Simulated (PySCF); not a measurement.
## Basis and Hamiltonian dependence of the ionisation energy of Bi

Bi [Xe] 4f14 5d10 6s2 6p3 (4S) → Bi⁺ [Xe] 4f14 5d10 6s2 6p2 (3P). All values are computed (PySCF 2.14, energy differences of UHF-based or UKS calculations, no spin-orbit coupling). Values in eV.

```json
{"basis": "cc-pVDZ-PP with ECP60MDF", "Hamiltonian": "ECP", "functions": "23", "UHF": "8.238", "LDA": "8.768", "PBE0": "n/a", "MP2 (valence)": "8.481", "CCSD(T) (valence)": "8.472", "CCSD(T) (valence and next inner shell)": "n/a"}
{"basis": "def2-SVP with the def2 core potential (60 electrons)", "Hamiltonian": "ECP", "functions": "26", "UHF": "8.231", "LDA": "n/a", "PBE0": "n/a", "MP2 (valence)": "8.481", "CCSD(T) (valence)": "8.476", "CCSD(T) (valence and next inner shell)": "n/a"}
{"basis": "aug-cc-pVDZ-PP with ECP60MDF", "Hamiltonian": "ECP", "functions": "32", "UHF": "8.232", "LDA": "8.778", "PBE0": "8.658", "MP2 (valence)": "8.498", "CCSD(T) (valence)": "8.502", "CCSD(T) (valence and next inner shell)": "n/a"}
{"basis": "aug-cc-pwCVDZ-PP with ECP60MDF", "Hamiltonian": "ECP", "functions": "48", "UHF": "8.226", "LDA": "8.766", "PBE0": "8.649", "MP2 (valence)": "8.501", "CCSD(T) (valence)": "8.506", "CCSD(T) (valence and next inner shell)": "8.533"}
{"basis": "aug-cc-pVTZ-PP with ECP60MDF", "Hamiltonian": "ECP", "functions": "55", "UHF": "8.219", "LDA": "8.761", "PBE0": "8.648", "MP2 (valence)": "8.571", "CCSD(T) (valence)": "8.603", "CCSD(T) (valence and next inner shell)": "n/a"}
{"basis": "def2-TZVPPD with the def2 core potential (60 electrons)", "Hamiltonian": "ECP", "functions": "56", "UHF": "8.213", "LDA": "8.757", "PBE0": "8.642", "MP2 (valence)": "8.553", "CCSD(T) (valence)": "8.583", "CCSD(T) (valence and next inner shell)": "8.644"}
{"basis": "aug-cc-pVTZ-PP with one added diffuse shell each of d, f type with ECP60MDF", "Hamiltonian": "ECP", "functions": "67", "UHF": "8.219", "LDA": "8.761", "PBE0": "8.648", "MP2 (valence)": "8.571", "CCSD(T) (valence)": "8.603", "CCSD(T) (valence and next inner shell)": "n/a"}
{"basis": "Sapporo-DKH3-DZP-2012", "Hamiltonian": "spin-free X2C", "functions": "73", "UHF": "8.231", "LDA": "n/a", "PBE0": "n/a", "MP2 (valence)": "n/a", "CCSD(T) (valence)": "n/a", "CCSD(T) (valence and next inner shell)": "8.514"}
{"basis": "x2c-TZVPPall", "Hamiltonian": "spin-free X2C", "functions": "83", "UHF": "8.248", "LDA": "8.784", "PBE0": "8.669", "MP2 (valence)": "8.583", "CCSD(T) (valence)": "8.614", "CCSD(T) (valence and next inner shell)": "8.668"}
{"basis": "aug-cc-pVTZ-DK3", "Hamiltonian": "spin-free X2C", "functions": "84", "UHF": "8.227", "LDA": "8.773", "PBE0": "8.654", "MP2 (valence)": "8.578", "CCSD(T) (valence)": "8.610", "CCSD(T) (valence and next inner shell)": "n/a"}
{"basis": "def2-QZVPPD with the def2 core potential (60 electrons)", "Hamiltonian": "ECP", "functions": "88", "UHF": "8.204", "LDA": "8.751", "PBE0": "8.636", "MP2 (valence)": "8.580", "CCSD(T) (valence)": "8.612", "CCSD(T) (valence and next inner shell)": "n/a"}
{"basis": "aug-cc-pwCVTZ-PP with ECP60MDF", "Hamiltonian": "ECP", "functions": "96", "UHF": "8.201", "LDA": "8.749", "PBE0": "8.634", "MP2 (valence)": "8.560", "CCSD(T) (valence)": "8.592", "CCSD(T) (valence and next inner shell)": "n/a"}
{"basis": "x2c-TZVPPall with one added diffuse shell each of s, p, d, f type", "Hamiltonian": "spin-free X2C", "functions": "99", "UHF": "8.245", "LDA": "8.792", "PBE0": "8.674", "MP2 (valence)": "8.590", "CCSD(T) (valence)": "8.624", "CCSD(T) (valence and next inner shell)": "8.678"}
{"basis": "x2c-QZVPPall", "Hamiltonian": "spin-free X2C", "functions": "142", "UHF": "8.217", "LDA": "8.767", "PBE0": "8.647", "MP2 (valence)": "8.590", "CCSD(T) (valence)": "n/a", "CCSD(T) (valence and next inner shell)": "n/a"}
```

Frozen in the all-electron rows: valence and next inner shell: [Kr] 4d10 4f14; valence: [Xe] 4f14 5d10; with a core potential, the same shells as far as they lie outside it.

Spin-orbit coupling is strong in these open shells (close to jj coupling), so the scalar numbers refer to model states.

Between the lowest levels the reference is 7.286 eV (measured; NIST Atomic Spectra Database, ionization energies); it includes spin-orbit coupling, which these numbers lack.
